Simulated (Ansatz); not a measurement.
## Molecular dynamics of NaV16

input.yaml

```yaml
crystal:
  lattice:
    - [6.04, 0.0, 0.0]
    - [0.0, 6.04, 0.0]
    - [0.0, 0.0, 6.04]
  atoms:
    - { symbol: V, position: [-0.02768455, 0.04066266, 0.05558906] }
    - { symbol: V, position: [0.46495324, 0.0514144, 0.05620386] }
    - { symbol: V, position: [0.01153185, 0.49881724, 0.06942513] }
    - { symbol: V, position: [-0.02055056, 0.01203503, 0.54365048] }
    - { symbol: V, position: [0.22316516, 0.23256146, 0.29753897] }
    - { symbol: V, position: [0.6241955, 0.39504514, 0.04728791] }
    - { symbol: V, position: [0.44199115, 0.02193858, 0.52414986] }
    - { symbol: V, position: [0.74216173, 0.25233047, 0.3495365] }
    - { symbol: V, position: [-0.03216806, 0.53490938, 0.52357884] }
    - { symbol: V, position: [0.20425785, 0.79105052, 0.32139956] }
    - { symbol: V, position: [0.25219079, 0.2773295, 0.79623719] }
    - { symbol: V, position: [0.43202002, 0.53215406, 0.52354619] }
    - { symbol: V, position: [0.7329828, 0.73929534, 0.28401686] }
    - { symbol: V, position: [0.70869745, 0.26173658, 0.75513939] }
    - { symbol: V, position: [0.21154898, 0.82090019, 0.70467392] }
    - { symbol: V, position: [0.7350411, 0.76946658, 0.72949322] }
    - { symbol: Na, position: [0.40383592, 0.66574001, -0.00332579] }
basis:
  ecutwfc: 420.0
kpoints:
  mp_grid: { grid: [2, 2, 2] }
hamiltonian:
  xc: pbesol
scf:
  occupations: { method: fermi_dirac, width: 0.15 }
  lower_state_search: "off"
md:
  timestep: 3.0
  n_steps: 160
  ensemble: nvt_nose_hoover
  temperature: 1680.0
  initial_velocities: maxwell_boltzmann
  seed: 439526
  nose_hoover: { tau: 50.0, chain_length: 3 }
```

Command:

```bash
$ ansatz run input.yaml --threads 2 --pin off --max-ram 5120MiB --backend cpu --events-out ev --progress --plain --runs-dir out
```

It goes on from the last frame of an earlier run, with new velocities.

Output, in part (step lines):

```
md step     0: t =     0.00 fs  T =  1680.0 K  F+E_penalty+E_count = -47631.10759936 eV  E_kin = 3.474509 eV  conserved = -47627.63309059 eV  (10 SCF iters)
md step     1: t =     3.00 fs  T =  1647.2 K  F+E_penalty+E_count = -47631.03857676 eV  E_kin = 3.406664 eV  conserved = -47627.63197295 eV  (9 SCF iters)
md step     2: t =     6.00 fs  T =  1618.4 K  F+E_penalty+E_count = -47630.97769423 eV  E_kin = 3.347089 eV  conserved = -47627.63119168 eV  (9 SCF iters)
md step     3: t =     9.00 fs  T =  1599.5 K  F+E_penalty+E_count = -47630.93692310 eV  E_kin = 3.307930 eV  conserved = -47627.63096718 eV  (9 SCF iters)
md step     4: t =    12.00 fs  T =  1592.1 K  F+E_penalty+E_count = -47630.91959593 eV  E_kin = 3.292760 eV  conserved = -47627.63132818 eV  (9 SCF iters)
md step     5: t =    15.00 fs  T =  1593.7 K  F+E_penalty+E_count = -47630.91980268 eV  E_kin = 3.295973 eV  conserved = -47627.63210807 eV  (5 SCF iters)
md step     6: t =    18.00 fs  T =  1598.1 K  F+E_penalty+E_count = -47630.92472977 eV  E_kin = 3.305102 eV  conserved = -47627.63299898 eV  (5 SCF iters)
md step     7: t =    21.00 fs  T =  1598.2 K  F+E_penalty+E_count = -47630.91925654 eV  E_kin = 3.305366 eV  conserved = -47627.63365984 eV  (5 SCF iters)
[... lines left out ...]
md step   159: t =   477.00 fs  T =  1678.0 K  F+E_penalty+E_count = -47629.87733688 eV  E_kin = 3.470305 eV  conserved = -47627.62729002 eV  (5 SCF iters)
md step   160: t =   480.00 fs  T =  1599.1 K  F+E_penalty+E_count = -47629.76145358 eV  E_kin = 3.307128 eV  conserved = -47627.62742368 eV  (9 SCF iters)
```

The steps, from the saved trajectory:

| time (fs) | T (K) | potential energy less start (eV) | conserved less start (meV/atom) |
| --- | --- | --- | --- |
| 0.0 | 1680 | 0.000 | 0.00 |
| 15.0 | 1594 | 0.188 | 0.06 |
| 30.0 | 1531 | 0.355 | 0.01 |
| 45.0 | 1376 | 0.782 | 0.25 |
| 60.0 | 1591 | 0.578 | -0.01 |
| 75.0 | 1538 | 1.134 | 0.14 |
| 90.0 | 1412 | 1.967 | 0.36 |
| 105.0 | 1548 | 2.323 | 0.42 |
| 120.0 | 1740 | 2.387 | 0.51 |
| 135.0 | 1911 | 2.290 | 0.30 |
| 150.0 | 1699 | 2.835 | 0.80 |
| 165.0 | 2122 | 1.996 | 0.38 |
| 180.0 | 2328 | 1.411 | 0.34 |
| 195.0 | 2074 | 1.484 | 0.22 |
| 210.0 | 1555 | 2.066 | 0.54 |
| 225.0 | 1751 | 1.299 | 0.31 |
| 240.0 | 2176 | -0.009 | 0.08 |
| 255.0 | 2123 | -0.468 | -0.13 |
| 270.0 | 1557 | 0.216 | 0.08 |
| 285.0 | 1245 | 0.652 | 0.05 |
| 300.0 | 1245 | 0.619 | 0.06 |
| 315.0 | 1413 | 0.351 | -0.09 |
| 330.0 | 1350 | 0.644 | 0.02 |
| 345.0 | 1367 | 0.835 | 0.38 |
| 360.0 | 2066 | -0.270 | -0.38 |
| 375.0 | 1658 | 0.828 | 0.28 |
| 390.0 | 1422 | 1.475 | 0.36 |
| 405.0 | 1827 | 0.865 | 0.22 |
| 420.0 | 2092 | 0.510 | -0.03 |
| 435.0 | 1685 | 1.402 | 0.55 |
| 450.0 | 1815 | 1.137 | 0.26 |
| 465.0 | 1963 | 0.781 | 0.12 |
| 480.0 | 1599 | 1.346 | 0.33 |

The run went to its last step. The conserved energy stayed within 0.8 meV per atom of its start (net change 0.33 meV per atom), so the integration is sound. A run of 0.48 ps of so small a system gives no equilibrium averages. Limits of this set-up: coarse k mesh, magnetic elements without spin.

Mean squared displacements from the first frame to the last, about the centre of mass: V 0.24 Å², Na 0.71 Å².

Last frame:

```xyz
17
Lattice="6.0400 0.0000 0.0000 0.0000 6.0400 0.0000 0.0000 0.0000 6.0400" Properties=species:S:1:pos:R:3
V 0.062 0.173 0.164
V 3.099 0.212 0.214
V -0.185 2.857 0.397
V 0.051 0.360 3.291
V 1.348 1.435 1.655
V 3.582 3.357 1.031
V 2.746 -0.014 2.820
V 4.452 1.426 1.989
V -0.490 3.184 3.036
V 1.386 4.562 1.588
V 1.595 1.163 4.893
V 2.461 2.887 2.998
V 4.573 4.888 1.863
V 4.420 1.744 4.664
V 0.779 4.715 4.489
V 4.519 4.898 4.974
Na 2.562 3.559 -0.717
```

Run time: 17 min on 2 threads of Arm Neoverse V1 (shared host), peak memory 0.83 GiB.
